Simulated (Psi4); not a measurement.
Run times for GaBH3ClO (SMILES O[B](Cl)[GaH2])

GaBH3ClO has 7 atoms, charge 0, and is taken as a singlet. SMILES: `O[B](Cl)[GaH2]`. The shape is that of a PBE0-D4/def2-TZVP optimisation. This is one conformer, not always the lowest.

```xyz
7

O    -0.8455   -1.2291    0.9271
B    -0.0319   -0.6649    0.0179
Cl    0.8990   -1.7362   -1.0705
Ga    0.2024    1.4062   -0.1908
H    -0.8509   -2.1943    0.9059
H    -0.6913    2.2325   -1.1861
H     1.3180    2.1859    0.5965
```

Program: Psi4 1.11. Hardware: 1 thread of AMD EPYC 7R43 (Zen 3), shared host, so times are rough. Two-electron integrals are exact unless an approximation is named.

Q: Estimate their order by wall time, quickest first.
A. energy at CCSD/6-31G* (spherical functions), 16 core orbitals frozen
B. gradient of the doublet cation at UHF/6-31G* (spherical functions)
C. energy at HF/6-31G* (spherical functions)

A: C (4.8 s), B (13 s), A (35 s).
